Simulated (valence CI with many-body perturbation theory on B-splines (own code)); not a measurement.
Values are calculated unless marked as measured or tabulated.
**Rh¹⁴⁺: magnetic and hyperfine properties of the levels**

Method: valence CI with perturbative core correlation (CI+MBPT): three valence electrons over a frozen Dirac-Fock core [Ar] 3d10, radial functions for each j: 11 s, 11 p, 10 d, 8 f, 5 g, 2 h, with the one-electron correlation potential Σ1, the two-electron term Σ2, the three-electron term Σ3, Breit, model QED; selected CI, second order for the rest, scaled by the run's own slope (own B-spline code, finite nucleus).

No measured levels were compared; by estimate levels hold to about 250 cm⁻¹ or 0.2 % of their energy and the worst to 1 %, as in measured heavy ions of charge 2 to 7; those with d or f electrons hold less well.

A/g_I is the dipole constant over the nuclear g factor μ/I (μ in nuclear magnetons, uniformly magnetised nucleus), B/Q the quadrupole constant per barn. Both hold the static response of the core; the bare values leave it out. Large factors of s and p1/2 electrons are usually good to 5 to 10 %; those of open d and f shells near neutrality can be off by tens of per cent, and small factors of p3/2, d and f electrons come from cancelling terms and can be off by a factor of two or in sign, in half-filled shells by more. B is blank for J = 1/2, where it vanishes, and for nearly pure S terms. Energies count from the lowest level.

Names give the largest LS component (configuration and term), which can be under half, so a name can repeat, a term be missing and a line seem to break the LS rules; names also repeat where a configuration has a term twice. Letters in brackets count levels of one name in rising energy.

```tsv
Level	E (eV)	g	A/g_I (MHz)	A/g_I bare	B/Q (MHz/b)	B/Q bare
4s2 4p 2P°_1/2	0.00	0.665	35800	33800		
4s2 4p 2P°_3/2	5.65	1.333	6270	5810	11500	10700
4s 4p2 4P_1/2	30.43	2.604	84600	79500		
4s 4p2 4P_3/2	33.41	1.721	31700	29800	9460	8800
4s 4p2 4P_5/2	35.65	1.535	33700	31700	-7170	-6670
4s 4p2 2D_3/2	41.00	0.838	-6010	-5650	14500	13500
4s 4p2 2D_5/2	42.76	1.265	31300	29500	17600	16400
4s 4p2 2P_1/2	45.40	1.243	28100	26500		
4s 4p2 2S_1/2	51.00	1.489	98400	92700		
4s 4p2 2P_3/2	51.93	1.307	-10700	-10100	-10600	-9900
4s2 4d 2D_3/2	65.51	0.800	1520	1510	2480	2270
4s2 4d 2D_5/2	66.43	1.200	2700	2600	3350	3060
4p3 4S°_3/2 [a]	75.60	1.406	4370	4180	8430	7840
4p3 4S°_3/2 [b]	78.91	1.404	-690	-565	416	385
4p3 2D°_5/2	79.36	1.199	12300	11600	-1850	-1730
4p3 2P°_1/2	84.53	0.665	33800	31700		
4p3 2P°_3/2	87.68	1.312	5050	4800	-9040	-8420
4s 4p 4d 4F°_3/2	89.65	0.434	-12800	-12100	4650	4270
4s 4p 4d 4F°_5/2	90.78	1.041	13500	12800	3000	2740
4s 4p 4d 4F°_7/2	92.61	1.247	18100	17100	4150	3780
4s 4p 4d 4P°_5/2	94.87	1.473	20600	19400	3170	2890
4s 4p 4d 4D°_3/2	95.54	1.381	12200	11600	2390	2210
4s 4p 4d 4F°_9/2	95.62	1.333	16800	15800	14100	13000
4s 4p 4d 4D°_1/2	95.90	0.350	-38800	-36400		
4s 4p 4d 2D°_5/2 [a]	98.81	1.162	16600	15600	-632	-607
4s 4p 4d 2D°_3/2 [a]	98.94	0.938	-8610	-8100	-2150	-2020
4s 4p 4d 4P°_1/2	99.15	2.332	64600	60900		
4s 4p 4d 4D°_7/2	99.40	1.408	20100	19000	-4790	-4460
4s 4p 4d 4P°_3/2	99.53	1.409	19200	18200	-5100	-4720
4s 4p 4d 4D°_5/2	99.72	1.317	18800	17700	-3240	-3000
4s 4p 4d 2F°_5/2 [a]	101.55	1.064	18300	17300	3990	3660
4s 4p 4d 2F°_7/2 [a]	105.15	1.143	-902	-816	13900	12800
4s 4p 4d 2P°_3/2 [a]	106.44	1.198	4460	4210	821	741
4s 4p 4d 2F°_7/2 [b]	107.86	1.153	16300	15400	11700	10800
4s 4p 4d 2F°_5/2 [b]	108.19	0.871	-8040	-7530	10300	9480
4s 4p 4d 2P°_1/2 [a]	109.54	0.658	-41800	-39300		
4s 4p 4d 2P°_1/2 [b]	110.93	0.657	12800	12100		
4s 4p 4d 2D°_3/2 [b]	111.95	1.057	25300	23800	-1490	-1420
4s 4p 4d 2P°_3/2 [b]	112.06	1.189	15.7	136	-4240	-3970
4s 4p 4d 2D°_5/2 [b]	112.54	1.183	-6460	-6020	-8330	-7790
```

(1) Take the isotope of mass number 103, with I = 1/2, μ = -0.08829 μN. What is the hyperfine structure of 4s 4p2 4P_5/2?

Answers

(1) From the table A = -5960 MHz. Shifts from the centre of gravity in MHz: F = 2: 10400, F = 3: -7450.
